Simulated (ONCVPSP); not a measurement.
Scattering properties, ONCV potential for I

| Quantity | Value |
| --- | --- |
| Element | I |
| Generator | ONCVPSP 4.0.1 |
| Type | optimised norm-conserving Vanderbilt (ONCV) |
| Functional | LDA (Perdew-Zunger) |
| Relativity | scalar-relativistic |
| Frozen core | [Ar] 3d10 |
| Valence charge | 25 |
| Reference configuration | 4s2 4p6 4d10 5s2 5p5 |
| Partial waves | 4s+5s: rc 1.25 bohr, ncon 4, nbas 8, qcut 11.8 1/bohr, 2 projectors; 4p+5p: rc 1.40 bohr, ncon 4, nbas 7, qcut 9.2 1/bohr, 2 projectors; 4d: rc 1.40 bohr, ncon 4, nbas 9, qcut 9.3 1/bohr, 2 projectors, debl 2.9 Ha |
| Local potential | polynomial inside 0.80 bohr (lpopt 5, dvloc0 4 Ha) |
| Core correction | Teter function, fcfact 3.5, rcfact 1.05 |

The phase is arctan(r·R′/R) of the radial function R(r), unwrapped; energies in Ha, scanned from -8 to 5 Ha. A pole is an energy at which the radial function vanishes at the test radius. The pseudo phase is shifted by a multiple of π to meet the all-electron one at the reference energy, and phase errors are pseudo minus all-electron; the curves can meet again beyond the range given. Levels narrower than the energy grid can be missing from the lists of poles.

**Question.** For each channel, where are the poles, and over which energies does the pseudopotential scatter like the atom?

**Answer.**

| channel | radius (bohr) | reference energy (Ha) | poles, all-electron | poles, pseudo | unbroken range about the reference energy with phases within 0.05 rad | phase error 1 Ha above the reference energy (rad) |
| --- | --- | --- | --- | --- | --- | --- |
| s | 1.27 | -0.65 | -6.02 | -6.02 | the whole range | -0.000 |
| p | 1.42 | -0.27 | -4.29 | -4.29 | the whole range | -0.000 |
| d | 1.42 | -1.85 | -1.09 | -1.09 | the whole range | +0.000 |

Phases in the s channel:

```json
{"E (Ha)": "-7.96", "all-electron": "0.811", "pseudo": "0.811"}
{"E (Ha)": "-7.24", "all-electron": "-0.521", "pseudo": "-0.521"}
{"E (Ha)": "-6.52", "all-electron": "-1.411", "pseudo": "-1.411"}
{"E (Ha)": "-5.80", "all-electron": "-1.614", "pseudo": "-1.614"}
{"E (Ha)": "-5.08", "all-electron": "-1.709", "pseudo": "-1.709"}
{"E (Ha)": "-4.36", "all-electron": "-1.776", "pseudo": "-1.776"}
{"E (Ha)": "-3.64", "all-electron": "-1.836", "pseudo": "-1.836"}
{"E (Ha)": "-2.92", "all-electron": "-1.902", "pseudo": "-1.902"}
{"E (Ha)": "-2.20", "all-electron": "-1.984", "pseudo": "-1.984"}
{"E (Ha)": "-1.48", "all-electron": "-2.098", "pseudo": "-2.098"}
{"E (Ha)": "-0.76", "all-electron": "-2.276", "pseudo": "-2.276"}
{"E (Ha)": "-0.04", "all-electron": "-2.581", "pseudo": "-2.581"}
{"E (Ha)": "0.68", "all-electron": "-3.083", "pseudo": "-3.083"}
{"E (Ha)": "1.40", "all-electron": "-3.644", "pseudo": "-3.645"}
{"E (Ha)": "2.12", "all-electron": "-4.024", "pseudo": "-4.025"}
{"E (Ha)": "2.84", "all-electron": "-4.241", "pseudo": "-4.242"}
{"E (Ha)": "3.56", "all-electron": "-4.371", "pseudo": "-4.373"}
{"E (Ha)": "4.28", "all-electron": "-4.457", "pseudo": "-4.459"}
{"E (Ha)": "5.00", "all-electron": "-4.517", "pseudo": "-4.520"}
```
